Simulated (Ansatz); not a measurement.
Input and output for C₃H₇In, SMILES `C=[C](C)[InH2]`.

```yaml
crystal:
  periodic: [false, false, false]
  atoms:
    - {symbol: C, position_ang: [0.226704, 1.453403, 0.439310]}
    - {symbol: C, position_ang: [0.001379, 0.102955, 0.257859]}
    - {symbol: C, position_ang: [-0.544178, -0.863337, 1.170150]}
    - {symbol: In, position_ang: [0.494409, -0.481175, -1.778011]}
    - {symbol: H, position_ang: [0.760519, 1.955090, -0.408450]}
    - {symbol: H, position_ang: [-0.179069, 1.830568, 1.345390]}
    - {symbol: H, position_ang: [-1.582693, -1.301046, 0.779838]}
    - {symbol: H, position_ang: [-0.906936, -0.227713, 2.096136]}
    - {symbol: H, position_ang: [-0.064696, -1.520142, 1.323578]}
    - {symbol: H, position_ang: [1.245636, 0.552933, -2.898161]}
    - {symbol: H, position_ang: [0.364562, -1.979210, -2.148874]}
basis:
  gaussian: {orbitals: def2-SVP}
magnetization: {spin_polarized: true, initial_magnetization: 0}
hamiltonian: {xc: {name: SPW92}}
```

```sh
$ ansatz run in.yaml --threads 4 --pin off --events-out ev --progress --plain --max-ram 10444MiB
```

Output, abridged:

```
Functional definition: SPW92
1196 factors; their error is unknown
mean field evaluation 1: about -8338.4459 eV, gradient 5.0e1 eV
mean field evaluation 2: about -8276.0288 eV, gradient 1.0e2 eV
mean field evaluation 4: about -8351.7591 eV, gradient 8.5e0 eV
mean field evaluation 8: about -8352.1184 eV, gradient 5.8e-2 eV
mean field evaluation 16: about -8352.0770 eV, gradient 4.4e-5 eV
mean field -8352.07696131 eV, -306.9331670870 hartree, gradient 9.7e-6 eV, S^2 0.000000; 0 other end points of the search recorded, 0 dependent functions left out
reference -8352.07700629 eV, -306.9331687401 hartree; 23, 23 occupied and 80, 80 virtual orbitals, 1196 factors
Total energy: -8352.07700629 eV, -306.9331687401 hartree
```

Run time 0.8 s (4 threads of an Arm Neoverse V2 on a shared host); peak host memory 0.43 GiB.
